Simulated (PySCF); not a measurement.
Compound: Ge2H9NSi.
Atom-mapped SMILES: `[SiH3:1][NH:2][GeH2:3][GeH3:4]` (hydrogens: H5, H6, H7 on Si1; H8 on N2; H9, H10 on Ge3; H11, H12, H13 on Ge4)

Method: PBE0-D3(BJ)/def2-SVP geometry optimisation, gas phase (PySCF 2.14.0).

Task: Give the optimised bond lengths and angles.

Result: 
```csv
bond,length (bohr),order
Si1–N2,3.275,single
N2–Ge3,3.488,single
Ge3–Ge4,4.575,single
"Si1–H5, Si1–H6, Si1–H7",2.829,single
N2–H8,1.921,single
"Ge3–H9, Ge3–H10",2.922,single
"Ge4–H11, Ge4–H12, Ge4–H13",2.908,single
```

Bonds in one row agree within 0.02 bohr and their mean is given. Orders are formal, as drawn. A selection of angles:
```csv
angle,degrees
N2–Si1–H5,107.8
N2–Si1–H6,109.8
N2–Si1–H7,114.9
H5–Si1–H6,109.7
H5–Si1–H7,107.3
Si1–N2–Ge3,129.1
Si1–N2–H8,116.4
Ge3–N2–H8,113.5
N2–Ge3–Ge4,109.9
N2–Ge3–H9,107.6
N2–Ge3–H10,110.9
Ge4–Ge3–H9,111.2
Ge4–Ge3–H10,109.7
H9–Ge3–H10,107.4
Ge3–Ge4–H11,108.1
Ge3–Ge4–H12,111.2
H11–Ge4–H12,108.8
H11–Ge4–H13,108.5
```

Torsions: Si1–N2–Ge3–Ge4 -23° (synperiplanar). The mirror-image conformer, all signs reversed, is as good.

Si1 (SiH3 silicon) is distorted tetrahedral (angles from 107.2° to 114.9°). Ge3 (germanium bonded to Ge, N and 2 H) is tetrahedral (angles from 107.4° to 111.2°). Ge4 (germanium bonded to Ge and 3 H) is tetrahedral (angles from 108.1° to 111.2°). N2 (silicon-bound nitrogen) is almost planar (angles 129.1°, 116.4° and 113.5°, sum 359.1°, 0.08 Å off the plane of its three neighbours).

Point group: C1 (no symmetry element, even within 0.4 Å). No frequency check. The numbers are those of one conformer.
